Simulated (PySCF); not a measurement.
# C₆ coefficients of unlike pairs at PBE0

Calculated with PySCF 2.14 from the dipole response of each species, C₆(A,B) = (3/π) ∫ α_A(iu) α_B(iu) du, in atomic units, from isotropic polarisabilities. For ions this is the dispersion term alone; charge-induced terms of lower order in 1/R come first.

```csv
species,configuration,basis,relativity,α (bohr³),C₆ (like pair)
Sn⁺,[Kr] 4d10 5s2 5p1 (2P),aug-cc-pVTZ-DK3 (8s7p5d2f),spin-free X2C,27.41,205.8
S³⁺,[Ne] 3s2 3p1 (2P),aug-cc-pwCVQZ (10s9p7d5f3g),none,5.402,14.41
Ga,[Ar] 3d10 4s2 4p1 (2P),aug-cc-pVTZ-DK (7s6p4d2f),spin-free X2C,58.14,487.9
C²⁺,[He] 2s2 (1S),aug-cc-pwCVTZ (7s6p4d2f),none,4.273,6.610
```

Problem. Estimate C₆ for Ga with S³⁺.

Solution. The integral gives 73.54. The combination rule 2 C_A C_B / (C_A α_B/α_A + C_B α_A/α_B) gives 70.16 and the geometric mean 83.84.

No spin-orbit coupling is included.

The other pairs:

| pair | C₆ |
| --- | --- |
| Ga, Sn⁺ | 305.8 |
| S³⁺, Sn⁺ | 52.75 |
| C²⁺, Ga | 52.85 |
| C²⁺, S³⁺ | 9.661 |
| C²⁺, Sn⁺ | 36.64 |
